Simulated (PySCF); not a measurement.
**Broadened absorption spectrum of C4H9F2NSi**

Species: C4H9F2NSi.
Atom-mapped SMILES: `[F:1][SiH2:2][N:3]1[CH2:4][CH2:5][C@@H:6]([F:7])[CH2:8]1` (hydrogens: H9, H10 on Si2; H11, H12 on C4; H13, H14 on C5; H15 on C6; H16, H17 on C8)

Structure used (GFN2-xTB), in Å, numbered top down from 1:
```xyz
17
C4H9F2NSi angstrom
F      3.0262   -0.7844    0.6102
Si     2.3030    0.5507    0.0770
N      0.6378    0.1810    0.1184
C     -0.4377    1.1431    0.1485
C     -1.5856    0.3529    0.7777
C     -1.3926   -1.0503    0.1986
F     -2.2360   -1.2376   -0.8805
C      0.0694   -1.0909   -0.2755
H      2.5439    1.6108    1.0408
H      2.9109    0.7584   -1.2353
H     -0.7156    1.4647   -0.8653
H     -0.1501    2.0195    0.7269
H     -1.4755    0.3219    1.8606
H     -2.5667    0.7481    0.5234
H     -1.6437   -1.8473    0.9040
H      0.6372   -1.9060    0.1725
H      0.0683   -1.2227   -1.3657
```

Theory: TDDFT wB97X-D/def2-SVPD, vertical, gas phase, core orbitals frozen in the response (PySCF 2.14.0, density-fitted response routines).

Computed states:

```csv
state,E (eV),f
S1,6.03,0.024
S2,6.54,0.0058
S3,7.42,0.0091
S4,7.66,0.037
S5,7.91,0.014
S6,8.14,0.040
S7,8.29,0.038
S8,8.58,0.011
```

Broadening: Gaussians 0.3 eV wide at half height, area fixed by f = 4.319×10⁻⁹ ∫ε dν̃. The width is an assumption, not a result. The curve ends short of the highest state used, and states not computed would add to its high-energy end.

Task: What does the envelope look like, and where are its maxima?

Result: 
| λ (nm) | ε (L mol⁻¹ cm⁻¹) |
| --- | --- |
| 155.4 | 2921 |
| 158.3 | 2513 |
| 161.2 | 3550 |
| 164.1 | 2822 |
| 167.1 | 1369 |
| 170.0 | 554 |
| 172.9 | 125 |
| 175.8 | 13 |
| 178.7 | 5 |
| 181.6 | 41 |
| 184.5 | 192 |
| 187.4 | 435 |
| 190.3 | 511 |
| 193.2 | 346 |
| 196.1 | 268 |
| 199.1 | 658 |
| 202.0 | 1497 |
| 204.9 | 2148 |
| 207.8 | 1958 |
| 210.7 | 1174 |
| 213.6 | 479 |
| 216.5 | 137 |
| 219.4 | 28 |
| 222.3 | 4 |

Maxima: 206 nm (6.03 eV), ε about 2200, made up of S1 (100%); 190 nm (6.54 eV), ε about 520, made up of S2 (100%); 162 nm (7.67 eV), ε about 3600, made up of S4 (91%) (ε in L mol⁻¹ cm⁻¹; maxima over ε = 5, shares over 10%). At its high-energy end, 7.98 eV, the curve is still rising (ε about 2900, from S5 and S6).

Task: Does any computed singlet lie in the visible range?

Result: No computed singlet lies in the visible range (380 to 750 nm); the lowest, at 206 nm, stands 2.76 eV above its violet end (3.26 eV).

Task: On this curve, what absorbance would a 10⁻⁵ mol/L sample give at 222 nm over a 1 cm path?

Result: 222 nm is 5.585 eV, where ε is about 5.4 L mol⁻¹ cm⁻¹, so A = ε c l ≈ 5.4e-05 (Beer–Lambert, with the gas-phase spectrum and the assumed width).

Task: Coming from long wavelengths, where does ε first pass 100 L mol⁻¹ cm⁻¹?

Result: At about 217 nm (5.71 eV), 0.32 eV below S1.

One conformer stands for the species.
